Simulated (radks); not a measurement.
Effect of the nuclear size on neutral strontium, [Kr] 5s2. All-electron calculation, Dirac Kohn-Sham, BLYP, spin-unpolarised, spherical densities, finite nucleus; Fermi nuclear charge, rms radius 4.224 fm. Program: a radial shooting solver on a logarithmic mesh with Libxc functionals. The rms radius is varied about that value; shifts are against it.

rms radius (fm)  total energy shift (eV)  density at nucleus (e/bohr^3)  1s1/2 shift (meV)  2s1/2 shift (meV)  3p1/2 shift (meV)  4s1/2 shift (meV)  4p1/2 shift (meV)
3.5313                            -0.251                      6.199e+04               -106              -10.9              0.191             -0.214              0.055
4.0086                           -0.0823                      6.129e+04              -34.9              -3.59              0.063             -0.070              0.018
4.224                                  0                        6.1e+04              0.000              0.000              0.000              0.000              0.000
4.6042                             0.155                      6.054e+04               65.6               6.76             -0.118              0.132             -0.034
4.8323                             0.254                      6.028e+04                107               11.1             -0.193              0.217             -0.056

Slopes of the eigenvalues against <r^2> in GHz/fm^2, as finite differences over the two radii next to the reference (eigenvalue slopes, not the field-shift constants of lines): 1s1/2 4740, 2s1/2 488, 3p1/2 -8.52, 4s1/2 9.56, 4p1/2 -2.45.
